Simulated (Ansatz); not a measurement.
SrS2, relaxed as a singlet with RKS PBE0-D4/def2-TZVP in Ansatz, starting from the GFN1-xTB geometry. Force threshold 0.02 eV/Å.

In the def2 sets Sr takes a core potential; there is no spin–orbit coupling. The structure comes from a short search, and lower isomers may exist.

Start:

Cartesian coordinates in Å:
```
Sr -1.018 -0.159 1.155
S -0.336 0.271 -1.296
S 1.354 -0.112 0.141
```

| step | energy (eV) | largest force component (eV/Å) | SCF passes |
| --- | --- | --- | --- |
| 1 | -22501.0786 | 1.005 | 28 |
| 2 | -22501.1387 | 0.515 | 33 |
| 3 | -22501.1501 | 0.193 | 34 |
| 4 | -22501.1518 | 0.003 | 34 |

Force components are those of the run's own axes.

End:

```xyz
3

Sr   -1.030   -0.161    1.168
S    -0.286    0.262   -1.265
S     1.316   -0.101    0.097
```

By distances, no bond broke or formed. The bond that changes most is S2–S3, from 2.25 to 2.13 Å (atoms count from 1).

No frequencies were taken in this run, so the end may be a saddle point.

Run time 4.2 s (4 threads of Arm Neoverse V2 on a shared host).
